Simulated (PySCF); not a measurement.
## Electronic structure of He (helium, neutral) at the B3LYP level

Configuration: 1s2, closed-shell 1S. All numbers are calculated (PySCF 2.14, the non-relativistic Hamiltonian (point nucleus), in def2-SVP (2s1p, 5 functions)).

```json
{
 "Total energy": "-2.9071 hartree",
 "One-electron energy": "-3.8820 hartree",
 "Hartree (Coulomb) energy": "2.0537 hartree",
 "Exchange-correlation energy": "-1.0788 hartree",
 "Kinetic energy": "2.85516 hartree",
 "⟨S²⟩": "0.0000",
 "⟨L²⟩": "0.000",
 "Sum of ⟨r⟩": "1.847 bohr",
 "Sum of ⟨r²⟩": "2.326 bohr²",
 "Density at the nucleus (Gaussians lack the cusp)": "2.94 bohr⁻³",
 "Langevin diamagnetic susceptibility": "-1.84 ×10⁻⁶ cm³/mol",
 "Time after the integrals": "0.01 s of wall time on 1 thread of AMD EPYC 9R45 96-Core Processor (shared host)"
}
```

| shell | electrons | mean orbital energy (hartree) | rms radius, mean of both spins (bohr) |
| --- | --- | --- | --- |
| 1s | 2 | -0.64987 | 1.08 |
